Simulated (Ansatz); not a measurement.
The same redistribution along the group Mg, Zn, Cd.

Isolated molecules relaxed with PBE0-D4/def2-TZVP in Ansatz; ΔE leaves out vibrations. CCSD(T)/CBS is the MP2 limit (def2-TZVPP, def2-QZVPP) plus CCSD(T) − MP2 in def2-TZVPP, frozen cores. Functionals use def2-TZVPP. Elements past krypton have def2 core potentials. For Cd, Mg, Zn outer-core shells are correlated without core-valence functions, which leaves a few kJ/mol of doubt a bond. Scalar relativity is left out up to krypton. Each species was taken in one conformer, which may not be the lowest.

```json
{"reaction": "`[F][Mg][O][SiH3]` + `[CH3][AlH][OH]` → `[OH][AlH][SiH3]` + `C[O][Mg][F]`", "CCSD(T)/CBS(def2) (kJ/mol)": "222"}
{"reaction": "`[F][Zn][O][SiH3]` + `[CH3][AlH][OH]` → `[OH][AlH][SiH3]` + `C[O][Zn][F]`", "CCSD(T)/CBS(def2) (kJ/mol)": "?"}
{"reaction": "`[F][Cd][O][SiH3]` + `[CH3][AlH][OH]` → `[OH][AlH][SiH3]` + `C[O][Cd][F]`", "CCSD(T)/CBS(def2) (kJ/mol)": "212"}
```

Question: Fill in the missing values. (Estimate.)

Answer: Ansatz gave: `[F][Zn][O][SiH3]` + `[CH3][AlH][OH]` → `[OH][AlH][SiH3]` + `C[O][Zn][F]`: +214.3 kJ/mol.

Largest T1 diagnostic: 0.018, for `C[O][Cd][F]`.
